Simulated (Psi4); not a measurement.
Pair of molecules, SMILES [AlH3] with SMILES [AsH3] (the first has 4 atoms); geometry from B3LYP-D3(BJ)/def2-TZVP.
(charge 0, multiplicity 1):
```xyz
8

Al     0.2822     0.6255     0.5610
H     -0.5405    -0.2926    -0.4415
H     -0.2475     2.0913     0.8698
H      1.8116     0.2894     0.8303
As    -0.6518    -0.4896     2.7987
H     -0.1867     0.0103     4.1465
H     -0.4327    -1.9611     3.0628
H     -2.1331    -0.4681     3.0957
```

Level of theory: SAPT0/aug-cc-pVDZ in Psi4 1.11.

Give the four SAPT terms and the total, and say what mostly holds the pair together.

electrostatics -28.87, exchange 37.85, induction -18.54, dispersion -7.01, total -16.57 kcal/mol; the largest attraction is electrostatics.
